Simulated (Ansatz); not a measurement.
Start from `[F][Al]([SH])[SH]` and change one atom or group to get `[F][Al]([SiH3])[SH]`.

Ansatz, PBE0-D4/def2-TZVP geometries, multiplicity 1. Each molecule was computed in one conformer, which needn't be the lowest.

```
                                      property  `[F][Al]([SH])[SH]`
           LUMO energy (B3LYP/def2-TZVPP) / eV                -1.08
       HOMO–LUMO gap (ωB97M-V/def2-TZVPP) / eV                10.89
           HOMO–LUMO gap (PBE/def2-TZVPP) / eV                 5.03
          HOMO–LUMO gap (PBE0/def2-TZVPP) / eV                 7.08
            HOMO energy (PBE0/def2-TZVPP) / eV                -7.89
zero-point energy (PBE0-D4/def2-TZVP) / kJ/mol                 57.0
```

Give the same properties after the change, and the shifts. (An estimate is asked.)

Ansatz gave: 
```tsv
property	`[F][Al]([SiH3])[SH]`	shift
LUMO energy (B3LYP/def2-TZVPP) / eV	-1.65	-0.57
HOMO–LUMO gap (ωB97M-V/def2-TZVPP) / eV	10.31	-0.58
HOMO–LUMO gap (PBE/def2-TZVPP) / eV	4.57	-0.46
HOMO–LUMO gap (PBE0/def2-TZVPP) / eV	6.51	-0.57
HOMO energy (PBE0/def2-TZVPP) / eV	-8.00	-0.11
zero-point energy (PBE0-D4/def2-TZVP) / kJ/mol	96.3	39.3
```

With PBE0 the HOMO falls by 0.11 eV and the LUMO falls by 0.67 eV, so the gap narrows by about 0.56 eV. PBE moves the HOMO by -0.13 eV and ωB97M-V by -0.06 eV. The zero-point energy changes by 39.3 kJ/mol with +6 modes.

B3LYP here is the variant with VWN-RPA as its local correlation; programs differ in this.
